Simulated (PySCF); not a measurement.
A species of formula C5H13As has this rotational fingerprint, computed with PBE0-D3(BJ)/def2-SVP geometry optimisation, gas phase in PySCF 2.14.0:

- Rotational constants: A = 4269, B = 1119, C = 1117 MHz
- Dipole components: |μa| = 0.90 D, |μb| = 0.28 D, |μc| = 0.57 D
- Inertial defect: -117.85 u·Å²
- κ: -1.00

**Question.** Which structure is it? (One computed conformer of each.)
A. `C[AsH]C(C)(C)C`
B. `[CH3:1][C:2]([CH3:3])([CH3:4])[CH2:5][AsH2:6]` with C2–C5–As6–H 180° and 88°
C. AsMe2(iPr), `CC(C)[As](C)C`

**Answer.** B. It is CC(C)(C)C[AsH2]. The candidates at the same level (rigid rotor, commonest isotopes):

```json
{"SMILES": "C[AsH]C(C)(C)C", "A (MHz)": "3185", "B (MHz)": "1700", "C (MHz)": "1497", "μa (D)": "0.54", "μb (D)": "0.94", "μc (D)": "0.22", "Δ (u·Å²)": "-118.45", "point group": "C1", "rotor": "asymmetric top"}
{"SMILES": "CC(C)(C)C[AsH2]", "A (MHz)": "4269", "B (MHz)": "1119", "C (MHz)": "1117", "μa (D)": "0.90", "μb (D)": "0.28", "μc (D)": "0.57", "Δ (u·Å²)": "-117.85", "point group": "–", "rotor": "–"}
{"SMILES": "CC(C)[As](C)C", "A (MHz)": "3107", "B (MHz)": "1888", "C (MHz)": "1418", "μa (D)": "0.17", "μb (D)": "0.00", "μc (D)": "1.08", "Δ (u·Å²)": "-73.84", "point group": "–", "rotor": "asymmetric top"}
```

`C[AsH]C(C)(C)C` has B 52 % too high; `CC(C)[As](C)C` has B 69 % too high. No structure here is proved a minimum.
